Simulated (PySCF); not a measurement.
UHF on W⁺ (tungsten, charge +1)

Configuration: [Xe] 4f14 5d3 6s2, high-spin 4F determinant (an excited configuration). All numbers are calculated (PySCF 2.14, scalar relativity by spin-free X2C-1e, in x2c-TZVPPall with one added diffuse shell each of s, p, d, f type (12s8p8d4f1g, 113 functions)).

```
Total energy                        : -16137.907830 hartree
One-electron energy                 : -22122.2882 hartree
Hartree (Coulomb) energy            : 6307.6200 hartree
Exchange energy                     : -323.2396 hartree
⟨S²⟩                                : 3.7614
⟨L²⟩                                : 12.040
Sum of ⟨r⟩                          : 42.54 bohr
Sum of ⟨r²⟩                         : 58.01 bohr²
Langevin diamagnetic susceptibility : -45.9 ×10⁻⁶ cm³/mol
```

```json
{"shell": "1s β", "electrons": "1", "mean orbital energy (hartree)": "-2568.88997", "spread (hartree)": "0", "rms radius, mean of both spins (bohr)": "0.0208"}
{"shell": "1s α", "electrons": "1", "mean orbital energy (hartree)": "-2568.88944", "spread (hartree)": "0", "rms radius, mean of both spins (bohr)": "0.0208"}
{"shell": "2s α", "electrons": "1", "mean orbital energy (hartree)": "-448.88554", "spread (hartree)": "0", "rms radius, mean of both spins (bohr)": "0.0838"}
{"shell": "2s β", "electrons": "1", "mean orbital energy (hartree)": "-448.87529", "spread (hartree)": "0", "rms radius, mean of both spins (bohr)": "0.0838"}
{"shell": "2p α", "electrons": "3", "mean orbital energy (hartree)": "-393.72086", "spread (hartree)": "0", "rms radius, mean of both spins (bohr)": "0.0763"}
{"shell": "2p β", "electrons": "3", "mean orbital energy (hartree)": "-393.71049", "spread (hartree)": "0", "rms radius, mean of both spins (bohr)": "0.0763"}
{"shell": "3s α", "electrons": "1", "mean orbital energy (hartree)": "-105.98453", "spread (hartree)": "0", "rms radius, mean of both spins (bohr)": "0.214"}
{"shell": "3s β", "electrons": "1", "mean orbital energy (hartree)": "-105.98252", "spread (hartree)": "0", "rms radius, mean of both spins (bohr)": "0.214"}
{"shell": "3p α", "electrons": "3", "mean orbital energy (hartree)": "-89.28933", "spread (hartree)": "0", "rms radius, mean of both spins (bohr)": "0.216"}
{"shell": "3p β", "electrons": "3", "mean orbital energy (hartree)": "-89.28714", "spread (hartree)": "0", "rms radius, mean of both spins (bohr)": "0.216"}
{"shell": "3d α", "electrons": "5", "mean orbital energy (hartree)": "-69.41416", "spread (hartree)": "0.00922", "rms radius, mean of both spins (bohr)": "0.197"}
{"shell": "3d β", "electrons": "5", "mean orbital energy (hartree)": "-69.40598", "spread (hartree)": "0.00267", "rms radius, mean of both spins (bohr)": "0.197"}
{"shell": "4s α", "electrons": "1", "mean orbital energy (hartree)": "-23.38169", "spread (hartree)": "0", "rms radius, mean of both spins (bohr)": "0.478"}
{"shell": "4s β", "electrons": "1", "mean orbital energy (hartree)": "-23.37036", "spread (hartree)": "0", "rms radius, mean of both spins (bohr)": "0.478"}
{"shell": "4p α", "electrons": "3", "mean orbital energy (hartree)": "-17.78282", "spread (hartree)": "0", "rms radius, mean of both spins (bohr)": "0.509"}
{"shell": "4p β", "electrons": "3", "mean orbital energy (hartree)": "-17.77159", "spread (hartree)": "0", "rms radius, mean of both spins (bohr)": "0.509"}
{"shell": "4d α", "electrons": "5", "mean orbital energy (hartree)": "-10.43312", "spread (hartree)": "0.02078", "rms radius, mean of both spins (bohr)": "0.551"}
{"shell": "4d β", "electrons": "5", "mean orbital energy (hartree)": "-10.41484", "spread (hartree)": "0.00779", "rms radius, mean of both spins (bohr)": "0.551"}
{"shell": "5s α", "electrons": "1", "mean orbital energy (hartree)": "-3.89602", "spread (hartree)": "0", "rms radius, mean of both spins (bohr)": "1.14"}
{"shell": "5s β", "electrons": "1", "mean orbital energy (hartree)": "-3.77828", "spread (hartree)": "0", "rms radius, mean of both spins (bohr)": "1.14"}
{"shell": "5p α", "electrons": "3", "mean orbital energy (hartree)": "-2.41199", "spread (hartree)": "0", "rms radius, mean of both spins (bohr)": "1.25"}
{"shell": "4f α", "electrons": "7", "mean orbital energy (hartree)": "-2.24452", "spread (hartree)": "0.00569", "rms radius, mean of both spins (bohr)": "0.734"}
{"shell": "4f β", "electrons": "7", "mean orbital energy (hartree)": "-2.23285", "spread (hartree)": "0.01651", "rms radius, mean of both spins (bohr)": "0.734"}
{"shell": "5p β", "electrons": "3", "mean orbital energy (hartree)": "-2.22458", "spread (hartree)": "0", "rms radius, mean of both spins (bohr)": "1.25"}
{"shell": "5d α", "electrons": "3", "mean orbital energy (hartree)": "-0.74019", "spread (hartree)": "0", "rms radius, mean of both spins (bohr)": "1.99"}
{"shell": "6s α", "electrons": "1", "mean orbital energy (hartree)": "-0.57791", "spread (hartree)": "0", "rms radius, mean of both spins (bohr)": "3.23"}
{"shell": "6s β", "electrons": "1", "mean orbital energy (hartree)": "-0.51650", "spread (hartree)": "0", "rms radius, mean of both spins (bohr)": "3.23"}
```

Spin-orbit coupling, absent here, splits the open shell strongly.

Densities and radii are taken from the X2C orbitals without a picture-change correction, which distorts them close to the nucleus.

Spin-orbit constants ζ (cm⁻¹) from the X2C one-electron operator on these orbitals: bare nucleus, nucleus screened by l(l+1)(2l+1)/3 electrons, and screened by the Breit-Pauli mean field of the electrons.

```
shell     bare  screened nucleus  mean field
   2p  6830000           6645000         n/a
   3p  1492000           1452000         n/a
   3d   233100            201600         n/a
   4p   341100            331900         n/a
   4d    46100             39870         n/a
   4f     8074              5019         n/a
   5p    46240             44990         n/a
   5d     3186              2755         n/a
```

To first order the Landé constant is A = 918.5 cm⁻¹, so the lowest level has J = 3/2 and lies 0.683 eV below the centre of the term. This holds in LS coupling only.
